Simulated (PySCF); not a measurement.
**Spin states of GeO**

Unrestricted PBE0; basis Ge def2-TZVPP, O def2-TZVPP; no relativity; PySCF 2.14. Outer shells of the fragments: Ge 3d10 4s2 4p2; O 2s2 2p4.

Followed along the bond (rough minima from three points):

| 2Ms+1 | unpaired | ⟨S²⟩ at the start | R at minimum (Å) | Te (eV) |
| --- | --- | --- | --- | --- |
| 1 | none | 0.00 | 1.63 | 0.00 |
| 3 | π ↑↑ | 2.01 | none in the scan | ≤ 3.17 |
| 5 | σ ↑, π ↑↑↑ | 6.01 | none in the scan | ≤ 6.49 |

Solutions found at the starting distance of 1.760 Å, counted from the lowest of them; the search is not exhaustive and high or unbound solutions are not listed, so other states can lie among these:

| 2Ms+1 | unpaired | term | E (eV) | ⟨S²⟩ | ⟨Lz²⟩ | μ (D) |
| --- | --- | --- | --- | --- | --- | --- |
| 1 | none | ¹Σ⁺ | 0.00 | 0.00 | 0.00 | -3.96 |
| 3 | π ↑↑ | mixed | 2.86 | 2.01 | 2.01 | -1.04 |
| 3 | π ↑↑ | mixed | 3.18 | 2.01 | 2.01 | -1.10 |
| 1 | π ↑↓ | mixed | 3.25 | 1.01 | 2.02 | -1.13 |
| 3 | σ ↑, π ↑ | ³Π | 3.27 | 2.01 | 1.01 | -2.72 |
| 5 | σ ↑, π ↑↑↑ | ⁵Π | 6.37 | 6.01 | 1.01 | -0.52 |
| 3 | σ ↑, π ↑ | ³Π | 6.38 | 2.00 | 1.02 | -0.66 |
| 3 | σ ↑↑ | ³Σ⁺ | 6.45 | 2.00 | 0.00 | -1.83 |
| 5 | π ↑↑↑↑ | ⁵Σ⁺ | 8.22 | 6.02 | 0.00 | 3.17 |
| 5 | σ ↑↑, π ↑↑ | mixed | 9.42 | 6.01 | 2.01 | 0.23 |
| 5 | σ ↑↑, π ↑↑ | mixed | 9.70 | 6.01 | 2.01 | 0.26 |

A term symbol is given only where ⟨S²⟩ and ⟨Lz²⟩ are close to those of a pure state; real π, δ and φ orbitals otherwise mix terms. A positive dipole means Ge(−)O(+).

Counting both spins, an empty level lies below a filled one in some of these solutions, because spin and occupation are held.
